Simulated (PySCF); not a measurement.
**From computed data to an observable: entropy of an ideal gas**

GeCl₄, SMILES [Cl][Ge]([Cl])([Cl])[Cl].

Coordinates come from a ωB97X-D3(BJ)/def2-SVP optimisation. The isomer is the one that the SMILES or the coordinates give; other isomers of the formula were not compared.

ωB97X-D3(BJ)/def2-SVP (PySCF) gives the harmonic wavenumbers 126, 126, 170, 170, 170, 407, 484, 484, 484 cm⁻¹ and the rotational temperatures 0.0573, 0.0573, 0.0573 K. The molar mass is 214.43 g/mol, the symmetry number 12, the spin multiplicity 1.

**Question.** Work out the entropy at 298.15 K and 1 atm in the rigid-rotor, harmonic-oscillator model.

**Answer.** 
Translation (Sackur–Tetrode at 1 atm): S = R[1.5 ln M + 2.5 ln T − 1.16487] = 175.7 J/(mol K).
Rotation: q = (√π/σ) T^1.5/√(θA θB θC) = 55400, S = R[ln q + 3/2] = 103.3 J/(mol K).
Vibration: with u = 1.4388 ν/T, each mode gives R[u/(e^u − 1) − ln(1 − e^−u)]:
| ν (cm⁻¹) | modes | u | S (J/(mol K)) |
|---|---|---|---|
| 126 | 2 | 0.61 | 25.16 |
| 170 | 3 | 0.82 | 30.57 |
| 407 | 1 | 1.96 | 3.92 |
| 484 | 3 | 2.34 | 8.78 |
These are all the modes. Sum 68.4 J/(mol K).
Spin: R ln 1 = 0.0 J/(mol K).
Total 347.4 J/(mol K); the program's own thermochemistry gives 347.3. Translation makes up 51 % and vibration 20 %. Anharmonicity, hindered rotation and orbital degeneracy are left out.
